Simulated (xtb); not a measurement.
GeClI, SMILES [Cl][Ge][I] (connectivity only; charge and spin as stated), neutral, multiplicity 1. All values are semi-empirical tight-binding results from xtb (GFN2-xTB unless named), good for trends rather than for accurate numbers. The structure is a stationary point at GFN2-xTB.

Optimised geometry:

Bond lengths (Å): Ge1–Cl2 2.154, Ge1–I3 2.571. Bond angles (°): Cl2–Ge1–I3 102.1.
Charge 0, spin multiplicity 1.

For metal compounds this method's bond lengths and energies can be far off.

Computed properties:
```
Quantity                                       Result
-------------------------------------  --------------
point group as xtb finds it                        Cs
orbital gap                                   3.50 eV
zero-point energy                        1.0 kcal/mol
G − E(el) at 298.15 K (modified RRHO)  -18.5 kcal/mol
```

Give the atomic charges and the Wiberg bond orders between heavy atoms. (An estimate is asked for; the answer gives what the named calculation found.)

charges (e) Ge1 0.38, Cl2 -0.21, I3 -0.17. Bond orders Ge1–Cl2 1.33, Ge1–I3 1.28.
